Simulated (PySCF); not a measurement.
Species: C7H13NS.
Z-matrix (Å and degrees, PBE0-D3(BJ)/def2-SVP geometry), rows numbered from 1:
```
C 
C   1  1.5044
S   2  1.6551  1  121.07
N   2  1.3451  1  114.35  3   178.41
C   4  1.4323  2  126.00  1  -178.56
C   5  1.5379  4  118.50  2   135.85
C   6  1.5480  5   88.38  4   142.02
C   7  1.5176  6  114.11  5    96.59
C   5  1.5410  4  119.20  2  -118.21
H   1  1.1010  2  109.21  3   -75.47
H   1  1.1021  2  112.79  3   163.71
H   1  1.0969  2  109.59  3    41.63
H   4  1.0142  2  117.22  1     2.35
H   5  1.0999  4  105.90  2     8.54
H   6  1.1023  5  111.31  4    29.53
H   6  1.1010  5  117.66  4   -96.63
H   7  1.1011  6  114.73  5  -135.66
H   8  1.1013  7  111.11  6    70.94
H   8  1.1019  7  111.57  6   -49.14
H   8  1.1012  7  111.04  6  -169.06
H   9  1.1007  5  117.45  4    97.35
H   9  1.1016  5  111.16  4   -28.74
```

Theory: PBE0-D3(BJ)/def2-SVP geometry optimisation, gas phase in PySCF 2.14.0.

Masses are those of the commonest isotopes; rigid-rotor values at the optimised geometry. The values belong to one conformer with, in the numbering `[CH3:1][C:2](=[S:3])[NH:4][C@H:5]1[CH2:6][C@H:7]([CH3:8])[CH2:9]1`, C1–C2–N4–C5 -179°, C2–N4–C5–C6 136°, N4–C5–C6–C7 142°, C5–C6–C7–C8 97°, C6–C7–C9–C5 19°, N4–C5–C9–C7 -141°.

Task: What are A, B and C (GHz)?

Result: Ia = 175.89, Ib = 742.35, Ic = 833.74 u·Å²; 505379 MHz·u·Å²/I gives 2873, 680.8 and 606.2 MHz, that is A = 2.8733, B = 0.6808, C = 0.6062 GHz.

Task: Classify the top.

Result: A near-prolate asymmetric top: κ = (2 × 680.8 − 2873 − 606.2)/(2873 − 606.2) = -0.93.

Task: Is it planar, by Δ = Ic − Ia − Ib?

Result: Not planar: Δ = Ic − Ia − Ib = -84.49 u·Å². For a rigid frame Δ = −2 Σ m c², so Σ m c² = 42.25 u·Å² lies off the ab plane: 14.87 from hydrogen and 27.37 from heavier atoms. The atom farthest from that plane is 1.98 Å away.

Task: Give the other two planar moments, Paa and Pbb, and the rms extents of the mass along the axes.

Result: Paa = Σ m a² = (Ib + Ic − Ia)/2 = 700.10 and Pbb = Σ m b² = (Ia + Ic − Ib)/2 = 133.64 u·Å². With the mass M = 143.08 u, the rms extents √(P/M) along a, b and c are 2.21, 0.97, 0.54 Å.

Task: Give the coordinates in the principal-axis frame, origin at the centre of mass.

Result: The sense of each axis is arbitrary; atoms in the order of the calculation.
| atom | mass (u) | a (Å) | b (Å) | c (Å) |
| --- | --- | --- | --- | --- |
| C1 | 12.000 | 2.973 | -1.280 | 0.029 |
| C2 | 12.000 | 1.833 | -0.299 | 0.009 |
| S3 | 31.972 | 2.111 | 1.332 | -0.042 |
| N4 | 14.003 | 0.613 | -0.866 | 0.002 |
| C5 | 12.000 | -0.638 | -0.170 | -0.045 |
| C6 | 12.000 | -1.732 | -0.691 | -0.993 |
| C7 | 12.000 | -2.778 | -0.335 | 0.090 |
| C8 | 12.000 | -3.445 | 1.013 | -0.110 |
| C9 | 12.000 | -1.628 | -0.323 | 1.125 |
| H10 | 1.008 | 3.409 | -1.349 | -0.979 |
| H11 | 1.008 | 2.662 | -2.289 | 0.347 |
| H12 | 1.008 | 3.761 | -0.915 | 0.699 |
| H13 | 1.008 | 0.572 | -1.878 | 0.048 |
| H14 | 1.008 | -0.389 | 0.885 | -0.231 |
| H15 | 1.008 | -1.652 | -1.781 | -1.136 |
| H16 | 1.008 | -1.821 | -0.214 | -1.981 |
| H17 | 1.008 | -3.545 | -1.107 | 0.260 |
| H18 | 1.008 | -4.131 | 0.992 | -0.972 |
| H19 | 1.008 | -2.705 | 1.808 | -0.293 |
| H20 | 1.008 | -4.029 | 1.301 | 0.778 |
| H21 | 1.008 | -1.628 | 0.463 | 1.896 |
| H22 | 1.008 | -1.513 | -1.301 | 1.619 |

Task: Where do the levels up to J = 5 lie, in cm⁻¹?

Result: Above 0(0,0):
J = 1: 1(0,1) 0.0429, 1(1,1) 0.1161, 1(1,0) 0.1186
J = 2: 2(0,2) 0.1287, 2(1,2) 0.1994, 2(1,1) 0.2069, 2(2,1) 0.4263, 2(2,0) 0.4264
J = 3: 3(0,3) 0.2573, 3(1,3) 0.3244, 3(1,2) 0.3394, 3(2,2) 0.5551, 3(2,1) 0.5554, 3(3,1) 0.9270, 3(3,0) 0.9270
J = 4: 4(0,4) 0.4283, 4(1,4) 0.4910, 4(1,3) 0.5159, 4(2,3) 0.7267, 4(2,2) 0.7277, 4(3,2) 1.0989, 4(3,1) 1.0989, 4(4,1) 1.6194, 4(4,0) 1.6194
J = 5: 5(0,5) 0.6417, 5(1,5) 0.6992, 5(1,4) 0.7365, 5(2,4) 0.9412, 5(2,3) 0.9434, 5(3,3) 1.3137, 5(3,2) 1.3137, 5(4,2) 1.8342, 5(4,1) 1.8342, 5(5,1) 2.5035, 5(5,0) 2.5035
Those of J = 1 are B + C, A + C and A + B.

Task: Which lines would a microwave search look for?

Result: The dipole components are |μa| = 2.01 D, |μb| = 3.93 D, |μc| = 0.04 D. The squared components, which scale the intensities, stand as 0.26 : 1.00 : 0.00 (a : b : c). Some lines, for components of 0.1 D or more:

| type | branch | J(Ka,Kc) | MHz | lower level (cm⁻¹) |
| --- | --- | --- | --- | --- |
| b | R | 2(0,2) ← 1(1,1) | 379 | 0.116 |
| b | Q | 2(1,1) ← 2(0,2) | 2344 | 0.129 |
| b | Q | 3(1,2) ← 3(0,3) | 2462 | 0.257 |
| a | R | 2(1,2) ← 1(1,1) | 2499 | 0.116 |
| b | R | 1(1,1) ← 0(0,0) | 3479 | 0.000 |
| a | R | 3(2,2) ← 2(2,1) | 3861 | 0.426 |
| a | R | 3(2,1) ← 2(2,0) | 3868 | 0.426 |
| a | R | 3(1,2) ← 2(1,1) | 3972 | 0.207 |
| b | R | 2(1,2) ← 1(0,1) | 4692 | 0.043 |
| b | R | 3(1,3) ← 2(0,2) | 5867 | 0.129 |
| b | Q | 3(2,1) ← 3(1,2) | 6476 | 0.339 |
| b | R | 3(2,1) ← 2(1,2) | 10672 | 0.199 |
| b | Q | 3(3,1) ← 3(2,2) | 11150 | 0.555 |
| b | R | 3(3,1) ← 2(2,0) | 15009 | 0.426 |
| b | R | 3(3,0) ← 2(2,1) | 15011 | 0.426 |

Task: Estimate the classical rotational partition function at 25 K, 50 K and 200 K.

Result: Point group C1, symmetry number σ = 1; q = (√π/σ)·√((kT/h)³/(ABC)), k/h = 20836.6 MHz/K: 19400 at 25 K, 54700 at 50 K, 438000 at 200 K.

Not checked by PBE0-D3(BJ)/def2-SVP frequencies. Constants of a rigid frame at the computed geometry: no zero-point averaging, no centrifugal distortion. A rigid rotor knows nothing of internal rotation, which can split or shift real lines. Quadrupole hyperfine structure (14N) is left out.

Rough CPU time on one thread of a shared machine: about 10 min. That covers the optimisation of the geometry.
